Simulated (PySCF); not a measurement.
O4Rh, SMILES [O]=[Rh+](=[O])(=[O])=[O], charge +1, multiplicity 1. Coordinates come from a B3LYP-D3(BJ)/def2-SVP optimisation. The multiplicity is an assumed one; other spin states were not compared. The def2 effective core potentials stand for the cores of Rh; spin–orbit coupling is left out.

Computed equilibrium geometry at B3LYP-D3(BJ)/def2-SVP (PySCF confirms it by a frequency run) as Cartesian coordinates in Å, and its point group:
point group Td.
```xyz
5

Rh     0.0000     0.0000     0.0000
O      0.9716     0.9716     0.9716
O     -0.9716     0.9716    -0.9716
O     -0.9716    -0.9716     0.9716
O      0.9716    -0.9716    -0.9716
```
Charge +1, spin multiplicity 1.
